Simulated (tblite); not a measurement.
C6H13O2P.
Numbering: `[CH3:1][CH2:2][CH2:3][P@@:4](=[O:5])([OH:6])[CH:7]1[CH2:8][CH2:9]1` (hydrogens: H10, H11, H12 on C1; H13, H14 on C2; H15, H16 on C3; H17 on O6; H18 on C7; H19, H20 on C8; H21, H22 on C9)

Computed with GFN2-xTB (tblite), gas phase: L-BFGS steps from a force-field or distance-geometry start until the largest atomic force falls under 0.01 eV/Å.

Step 3: E = -821.3642 eV
```
atom  x, y, z in Å  |  force x, y, z in eV/Å
C1     -3.4346    0.1734    0.0729    0.055   0.020  -0.108
C2     -2.1646   -0.6332   -0.1294   -0.092  -0.034  -0.053
C3     -1.0099    0.1983    0.3962    0.241  -0.287  -0.292
P4      0.5849   -0.7268    0.2280    0.297   0.292   0.824
O5      1.0839   -1.1318    1.5526   -0.062  -0.128  -0.083
O6      0.3500   -2.0388   -0.7049   -0.054   0.385  -0.146
C7      1.8479    0.2736   -0.6650   -0.178  -0.133   0.057
C8      3.1196    0.3032    0.1292    0.160  -0.087  -0.068
C9      2.3801    1.5718   -0.1172    0.027  -0.187  -0.029
H10    -4.2740   -0.2682   -0.4477   -0.182  -0.091   0.078
H11    -3.6500    0.2800    1.1316   -0.141  -0.063   0.005
H12    -3.2562    1.1623   -0.3342   -0.210   0.205  -0.075
H13    -2.0142   -0.8459   -1.1940   -0.009   0.016   0.158
H14    -2.2071   -1.5869    0.4029   -0.021   0.048  -0.045
H15    -0.9616    1.1443   -0.1452    0.128  -0.020  -0.020
H16    -1.1514    0.4201    1.4627    0.216  -0.164  -0.235
H17     1.0274   -2.6956   -0.5030   -0.198   0.219   0.122
H18     1.9006    0.1132   -1.7360    0.007  -0.013   0.077
H19     4.0169    0.0871   -0.4279    0.252   0.214   0.156
H20     3.0884   -0.1050    1.1332   -0.007  -0.042  -0.223
H21     2.8567    2.2637   -0.7985   -0.284   0.022  -0.150
H22     1.8569    2.0605    0.6929    0.053  -0.173   0.051
```

Step 4: E = -821.4201 eV
```
atom  x, y, z in Å  |  force x, y, z in eV/Å
C1     -3.4368    0.1777    0.0685   -0.013   0.019  -0.049
C2     -2.1730   -0.6300   -0.1291    0.194  -0.179  -0.042
C3     -1.0020    0.1861    0.3828    0.111   0.015  -0.110
P4      0.5937   -0.7255    0.2448    0.236   0.361   0.631
O5      1.0875   -1.1418    1.5668   -0.052  -0.098  -0.059
O6      0.3529   -2.0108   -0.7039   -0.084   0.109  -0.221
C7      1.8454    0.2680   -0.6601   -0.048  -0.043  -0.017
C8      3.1216    0.3002    0.1211    0.108  -0.049  -0.003
C9      2.3902    1.5630   -0.1128   -0.254  -0.018  -0.191
H10    -4.2784   -0.2711   -0.4402   -0.188  -0.084  -0.010
H11    -3.6553    0.2749    1.1248   -0.131   0.006   0.120
H12    -3.2666    1.1694   -0.3367   -0.190   0.157  -0.073
H13    -2.0131   -0.8454   -1.1851   -0.059  -0.034  -0.082
H14    -2.2066   -1.5871    0.4007   -0.091   0.097  -0.028
H15    -0.9560    1.1429   -0.1444    0.147  -0.106  -0.065
H16    -1.1403    0.4110    1.4454    0.169  -0.125  -0.067
H17     1.0139   -2.6811   -0.4981   -0.163   0.161   0.102
H18     1.9011    0.1122   -1.7316   -0.063  -0.034   0.080
H19     4.0217    0.0998   -0.4138    0.547   0.085  -0.146
H20     3.0890   -0.1034    1.1137   -0.005  -0.207   0.205
H21     2.8385    2.2611   -0.8022   -0.162   0.057  -0.210
H22     1.8621    2.0491    0.6885   -0.011  -0.090   0.237
```

Step 5: E = -821.4529 eV
```
atom  x, y, z in Å  |  force x, y, z in eV/Å
C1     -3.4387    0.1806    0.0652   -0.045   0.001  -0.001
C2     -2.1750   -0.6302   -0.1300    0.234  -0.121  -0.037
C3     -0.9952    0.1788    0.3732    0.020   0.168   0.037
P4      0.6018   -0.7188    0.2620    0.113   0.169   0.228
O5      1.0902   -1.1508    1.5781   -0.014  -0.077   0.046
O6      0.3534   -1.9903   -0.7064   -0.042   0.055  -0.131
C7      1.8439    0.2642   -0.6563    0.071  -0.003  -0.067
C8      3.1244    0.2977    0.1149    0.195  -0.055   0.058
C9      2.3922    1.5571   -0.1133   -0.332   0.133  -0.190
H10    -4.2841   -0.2742   -0.4356   -0.118  -0.052  -0.035
H11    -3.6608    0.2718    1.1221   -0.094   0.043   0.112
H12    -3.2765    1.1765   -0.3394   -0.173   0.056  -0.045
H13    -2.0134   -0.8457   -1.1812   -0.072  -0.075  -0.232
H14    -2.2080   -1.5861    0.3992   -0.114   0.072   0.004
H15    -0.9498    1.1402   -0.1452    0.149  -0.112  -0.113
H16    -1.1304    0.4031    1.4332    0.109  -0.072   0.066
H17     1.0026   -2.6693   -0.4932   -0.157   0.133   0.072
H18     1.9002    0.1110   -1.7277   -0.122  -0.059   0.071
H19     4.0341    0.1094   -0.4072    0.513   0.044  -0.210
H20     3.0894   -0.1061    1.1053    0.019  -0.227   0.295
H21     2.8240    2.2603   -0.8080   -0.121   0.041  -0.198
H22     1.8653    2.0402    0.6897   -0.020  -0.063   0.271
```

Step 6: E = -821.4835 eV
```
atom  x, y, z in Å  |  force x, y, z in eV/Å
C1     -3.4413    0.1832    0.0620   -0.055  -0.033   0.041
C2     -2.1733   -0.6311   -0.1320    0.140   0.008  -0.067
C3     -0.9878    0.1742    0.3645   -0.036   0.202   0.152
P4      0.6115   -0.7103    0.2815   -0.021  -0.069  -0.193
O5      1.0929   -1.1616    1.5916    0.010  -0.039   0.102
O6      0.3532   -1.9668   -0.7106    0.001   0.040  -0.001
C7      1.8443    0.2603   -0.6534    0.234   0.023   0.009
C8      3.1323    0.2939    0.1094    0.177   0.074   0.068
C9      2.3881    1.5539   -0.1169   -0.208   0.070  -0.086
H10    -4.2919   -0.2782   -0.4314   -0.002  -0.009  -0.036
H11    -3.6681    0.2695    1.1210   -0.035   0.065   0.044
H12    -3.2902    1.1843   -0.3430   -0.147  -0.077  -0.004
H13    -2.0151   -0.8478   -1.1819   -0.074  -0.092  -0.280
H14    -2.2116   -1.5843    0.3980   -0.107   0.038   0.031
H15    -0.9405    1.1355   -0.1486    0.137  -0.055  -0.160
H16    -1.1183    0.3937    1.4221    0.026   0.011   0.209
H17     0.9879   -2.6545   -0.4868   -0.132   0.077   0.042
H18     1.8967    0.1083   -1.7226   -0.166  -0.090   0.006
H19     4.0555    0.1205   -0.4037    0.307   0.034  -0.167
H20     3.0903   -0.1130    1.1016    0.072  -0.161   0.205
H21     2.8064    2.2600   -0.8177   -0.102   0.022  -0.151
H22     1.8684    2.0296    0.6959   -0.019  -0.040   0.235
```

**Question.** Estimate the geometry and energy of step 7. (The exact step hangs on the optimiser's Hessian estimate; all steps are aligned on step 6, rigid shifts and turns removed.)

**Answer.** E = -821.5011 eV, largest force 0.337 eV/Å
```
atom  x, y, z in Å  |  force x, y, z in eV/Å
C1     -3.4434    0.1837    0.0609   -0.037  -0.048   0.042
C2     -2.1703   -0.6313   -0.1349    0.019   0.077  -0.080
C3     -0.9838    0.1747    0.3623   -0.036   0.131   0.159
P4      0.6172   -0.7065    0.2908   -0.063  -0.136  -0.302
O5      1.0941   -1.1681    1.5996    0.001  -0.008   0.055
O6      0.3528   -1.9526   -0.7133   -0.004   0.029   0.039
C7      1.8488    0.2585   -0.6510    0.219  -0.061   0.019
C8      3.1402    0.2936    0.1074    0.206   0.114   0.085
C9      2.3821    1.5525   -0.1205   -0.038   0.095   0.057
H10    -4.2965   -0.2808   -0.4297    0.064   0.004  -0.025
H11    -3.6730    0.2694    1.1213    0.007   0.060  -0.012
H12    -3.3008    1.1875   -0.3452   -0.122  -0.137   0.018
H13    -2.0174   -0.8506   -1.1871   -0.064  -0.069  -0.197
H14    -2.2156   -1.5826    0.3980   -0.077   0.040   0.018
H15    -0.9326    1.1322   -0.1537    0.118  -0.001  -0.155
H16    -1.1109    0.3887    1.4200   -0.024   0.067   0.238
H17     0.9774   -2.6450   -0.4822   -0.091   0.010   0.032
H18     1.8916    0.1051   -1.7199   -0.161  -0.095  -0.008
H19     4.0732    0.1275   -0.4046    0.074   0.057  -0.061
H20     3.0922   -0.1199    1.1031    0.121  -0.057   0.023
H21     2.7945    2.2605   -0.8262   -0.122  -0.015  -0.071
H22     1.8697    2.0228    0.7039    0.012  -0.055   0.125
```

The energy changes by -0.0176 eV. The first-order estimate −F·Δx gives -0.0246 eV and the mean of the old and new forces, exact on a quadratic surface, -0.0175 eV. The step makes an angle of 55° with the force vector and moves no atom by more than 0.019 Å.

What follows is the cost of the whole relaxation. The run took 1.2 s wall on one thread of an Arm Neoverse V2, shared host.
